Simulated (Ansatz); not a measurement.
Relaxation of the cluster Cs3I2 with UKS PBE-D4/def2-SVP.

```sh
$ ansatz run in.yaml --threads 4 --pin off --events-out ev --progress --plain --max-ram 4787MiB
```

```yaml
crystal:
  periodic: [false, false, false]
  atoms:
    - {symbol: Cs, position_ang: [-1.520680, -1.221330, 1.494120]}
    - {symbol: Cs, position_ang: [-0.875770, 1.171520, -1.958970]}
    - {symbol: Cs, position_ang: [2.418580, 0.046410, 0.480000]}
    - {symbol: I, position_ang: [0.323460, -2.267670, -1.530550]}
    - {symbol: I, position_ang: [-0.345580, 2.271070, 1.515410]}
basis:
  gaussian: {orbitals: def2-SVP}
magnetization: {spin_polarized: true, initial_magnetization: 1}
hamiltonian: {xc: pbe, dispersion: d4}
scf: {lower_state_search: "off"}
output: {orbitals: {seedname: orbitals}}
relax: {f_tol: 0.02, max_steps: 100}
```

It took 13 s on 4 threads of Arm Neoverse V2 on a shared host.

Positions (Å) and forces (eV/Å) at steps 1, 2, 3, 4 of 4:

```xyz
5
step=1 energy=-17852.7762 eV
Cs   -1.521   -1.221    1.494   -0.260   -0.219    0.257
Cs   -0.876    1.172   -1.959   -0.162    0.226   -0.355
Cs    2.419    0.046    0.480    0.399   -0.005    0.074
I     0.323   -2.268   -1.531    0.013    0.023    0.039
I    -0.346    2.271    1.515    0.010   -0.025   -0.015
5
step=2 energy=-17852.8878 eV
Cs   -1.580   -1.271    1.552   -0.186   -0.155    0.184
Cs   -0.912    1.222   -2.038   -0.115    0.159   -0.252
Cs    2.509    0.046    0.496    0.286   -0.002    0.054
I     0.318   -2.205   -1.483    0.006    0.028    0.034
I    -0.335    2.207    1.473    0.009   -0.030   -0.018
5
step=3 energy=-17853.0137 eV
Cs   -1.696   -1.366    1.665   -0.059   -0.047    0.057
Cs   -0.982    1.319   -2.192   -0.035    0.047   -0.077
Cs    2.687    0.046    0.529    0.092    0.001    0.018
I     0.305   -2.080   -1.391   -0.005    0.043    0.030
I    -0.314    2.080    1.389    0.007   -0.044   -0.028
5
step=4 energy=-17853.0379 eV
Cs   -1.774   -1.427    1.739    0.008    0.008   -0.008
Cs   -1.028    1.380   -2.292    0.005   -0.009    0.012
Cs    2.807    0.048    0.551   -0.010    0.001   -0.001
I     0.293   -1.979   -1.320   -0.005    0.018    0.009
I    -0.297    1.978    1.322    0.002   -0.018   -0.012
```

In the def2 sets Cs, I take a core potential; there is no spin–orbit coupling. The relaxation made no stability test and no search for a lower SCF solution. The structure comes from a short search, and lower isomers may exist.
